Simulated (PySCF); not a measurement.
Isomers of C4H4. Isolated molecules, 0 K electronic values unless said otherwise. Strings in code marks are SMILES.

Level of theory: PySCF with TPSSh-D3(BJ)/def2-TZVP // CAM-B3LYP-D3(BJ)/def2-TZVP. Excitations are Tamm–Dancoff values on a coarser integration grid. The basis has no diffuse functions, so Rydberg states are missing or too high.

```csv
species,S1 oscillator strength,S1 excitation (TDA) (eV),LUMO (eV),HOMO–LUMO gap (eV)
`C#CC=C`,0.000,(withheld),-1.32,(withheld)
`C1=CC=C1`,0.000,3.01,-2.01,2.94
`C=C1C=C1`,0.015,4.20,(withheld),4.40
`C=C=C=C`,(withheld),4.14,-1.94,4.56
```

Question: Some entries are withheld; supply them.

Answer: 
- `C#CC=C`, S1 excitation (TDA) (eV): 5.35
- `C#CC=C`, HOMO–LUMO gap (eV): 5.26
- `C=C1C=C1`, LUMO (eV): -0.98
- `C=C=C=C`, S1 oscillator strength: 0.000
